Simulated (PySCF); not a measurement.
SbBr₂, SMILES [Br][Sb+][Br] (connectivity only; charge and spin as stated), charge +1, multiplicity 1. Heavy atoms are numbered as in [Sb+:1]([Br:2])[Br:3].

Geometry optimised at B3LYP-D3(BJ)/def2-SVP. The multiplicity is an assumed one; other spin states were not compared. The isomer is the one that the SMILES or the coordinates give; other isomers of the formula were not compared. The def2 effective core potentials stand for the cores of Sb; spin–orbit coupling is left out.

Method: CAM-B3LYP/def2-TZVPD run with PySCF.

Mulliken values depend strongly on the basis, most of all with diffuse functions as here. ESP charges are fitted to the potential on shells at 1.4 to 2.0 van der Waals radii. Atomic charges (e), one atom of each kind:

| atom | ESP fit | Mulliken |
|---|---|---|
| Sb1 | 0.82 | 1.06 |
| Br2 | 0.09 | -0.03 |
